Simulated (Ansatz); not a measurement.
Job for Ansatz (a program for electronic structure): R-CCSD(T)/aug-cc-pVTZ on HF (SMILES F) with ghost functions, monomers drawn apart or pushed together.

Ansatz 0.2 input:
```yaml
crystal:
  periodic: [false, false, false]
  atoms:
    - {symbol: F, position_ang: [-0.29035108, 0.44280683, 3.11204466]}
    - {symbol: H, position_ang: [-0.25992773, 0.18548909, 2.20376035]}
basis:
  gaussian:
    orbitals: aug-cc-pVTZ
    ghost_atoms:
      - {symbol: O, position_ang: [-0.08491637, -0.27218581, 0.32202072]}
      - {symbol: H, position_ang: [0.72394729, -0.75194116, 0.11141120]}
      - {symbol: H, position_ang: [-0.11086573, 0.48918785, -0.26825215]}
magnetization: {spin_polarized: false}
correlation: {method: ccsd_t, electrons: outside_noble_gas}
scf: {lower_state_search: off}
```

Program output:

```
WARN ansatz: RAYON_NUM_THREADS=1 ignored (pool sized by the plan → 1); use --threads N
Functional definition: HF
these checks for a lower state are left out or cut short: stability, starts, cluster_reference, orbital_swaps, neighbouring_geometries, increment
integrals: 0.43 GiB planned
950 factors; integrals over basis functions are off by at most 1.1e-3 eV
mean field: 0.26 GiB planned
mean field evaluation 1: about -2721.7557 eV, gradient 2.5e1 eV
mean field evaluation 2: about -2721.7557 eV, gradient 2.5e1 eV
mean field evaluation 4: about -2722.7422 eV, gradient 1.2e0 eV
mean field evaluation 8: about -2722.7476 eV, gradient 6.7e-5 eV
mean field -2722.74758772 eV, -100.0591283043 hartree, gradient 2.3e-6 eV, S^2 0.000000; 0 other end points of the search recorded, 0 dependent functions left out
1 core orbitals not correlated
reference -2722.74758772 eV, -100.0591283043 hartree; 4, 4 occupied and 156, 156 virtual orbitals, 950 factors
second order -7.66110518 eV of doubles, -0.00000000 eV of singles
coupled cluster: 1.16 GiB planned
cycle   1  -7.53157280 eV  change    1.3e-1 eV  update   4.8e-2
cycle   2  -7.66034520 eV  change   -1.3e-1 eV  update   1.3e-2
cycle   3  -7.69278406 eV  change   -3.2e-2 eV  update   5.8e-3
cycle   4  -7.68756213 eV  change    5.2e-3 eV  update   9.7e-4
cycle   5  -7.68717834 eV  change    3.8e-4 eV  update   3.3e-4
cycle   6  -7.68731360 eV  change   -1.4e-4 eV  update   8.7e-5
cycle   7  -7.68729373 eV  change    2.0e-5 eV  update   2.8e-5
cycle   8  -7.68728133 eV  change    1.2e-5 eV  update   8.2e-6
cycle   9  -7.68727936 eV  change    2.0e-6 eV  update   2.3e-6
perturbative correction -0.20962860 eV, -0.0077037090 hartree
Total energy: -2730.64449569 eV, -100.3493343192 hartree
Checks for a lower state left out: stability, starts, cluster_reference, orbital_swaps, neighbouring_geometries, increment
```

The calculation finished and met its thresholds.

Cost: roughly 13 core-seconds.
